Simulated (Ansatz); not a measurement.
Start from `C[NH][Sn]([Cl])([NH]C)[NH]C` and change one atom or group to get `C[NH][Sn]([NH]C)([NH]C)[NH]C`.

Ansatz, PBE0-D4/def2-TZVP geometries, multiplicity 1. Each molecule was computed in one conformer, which needn't be the lowest.

Elements past krypton have def2 core potentials.

```csv
property,`C[NH][Sn]([Cl])([NH]C)[NH]C`
HOMO energy (B3LYP/def2-TZVPP) / eV,-6.33
HOMO–LUMO gap (ωB97M-V/def2-TZVPP) / eV,10.09
LUMO energy (B3LYP/def2-TZVPP) / eV,-0.97
HOMO–LUMO gap (B3LYP/def2-TZVPP) / eV,5.36
HOMO energy (ωB97M-V/def2-TZVPP) / eV,-8.88
size of the dipole moment (ωB97M-V/def2-TZVPP) / D,2.47
```

Q: Give the same properties after the change, and the shifts. (Best estimate.)

A: Computed: 
| property | `C[NH][Sn]([NH]C)([NH]C)[NH]C` | shift |
| --- | --- | --- |
| HOMO energy (B3LYP/def2-TZVPP) / eV | -5.90 | 0.43 |
| HOMO–LUMO gap (ωB97M-V/def2-TZVPP) / eV | 9.88 | -0.21 |
| LUMO energy (B3LYP/def2-TZVPP) / eV | -0.42 | 0.55 |
| HOMO–LUMO gap (B3LYP/def2-TZVPP) / eV | 5.48 | 0.12 |
| HOMO energy (ωB97M-V/def2-TZVPP) / eV | -8.45 | 0.43 |
| size of the dipole moment (ωB97M-V/def2-TZVPP) / D | 1.63 | -0.84 |

With PBE0 the HOMO rises by 0.43 eV and the LUMO rises by 0.54 eV, so the gap widens by about 0.11 eV. PBE moves the HOMO by 0.43 eV and ωB97M-V by 0.43 eV. Dipoles are sizes alone; their direction can turn.

Positive LUMOs are unbound, so they and the gaps depend on the basis.

B3LYP here is the variant with VWN-RPA as its local correlation; programs differ in this.
